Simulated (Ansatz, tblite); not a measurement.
Removing an electron: the cluster Li₁₁⁻. Total charge -1; singlet. Geometry: B3LYP/def2-SVPD. Ansatz, gas phase; energy differences of separate SCF runs; the oxidised species was run as a doublet alone.

Cartesian coordinates in Å:
```
Li -2.029 -1.099 1.476
Li 0.287 1.007 -2.287
Li -0.450 1.277 0.764
Li -1.008 -1.559 -3.502
Li 0.052 -1.360 -0.752
Li -1.357 1.071 3.568
Li 0.783 -0.787 2.261
Li 2.148 -1.153 -2.882
Li 1.665 1.940 2.774
Li -2.373 0.192 -1.356
Li 2.283 0.471 -0.063
```

The xTB rows come from tblite. The structure comes from a short search, and lower isomers may exist.

Problem. Estimate orbital energies and vertical ionisation energies at: GFN1-xTB; GFN2-xTB; PBE/def2-TZVPD; r2SCAN/def2-TZVPD; PBE0/def2-TZVPD.

Solution. 
```csv
level,−HOMO (eV),vertical IE (eV),−LUMO (eV),HOMO–LUMO gap (eV),remarks
GFN1-xTB,7.03,8.53,6.37,0.66,–
GFN2-xTB,2.45,3.76,1.69,0.76,–
PBE/def2-TZVPD,0.02,1.25,-0.43,0.44,restricted SCF unstable in HF (-1 singlet)
r2SCAN/def2-TZVPD,0.02,1.13,-0.51,0.53,"restricted SCF unstable in HF (-1 singlet), spin-contaminated (⟨S²⟩ 0.97) (doublet)"
PBE0/def2-TZVPD,0.37,1.18,-0.85,1.23,"restricted SCF unstable in HF (-1 singlet), spin-contaminated (⟨S²⟩ 0.83) (doublet)"
```

  Raw xTB energy differences between charge states are shifted by several eV; the methods need an empirical correction for them.
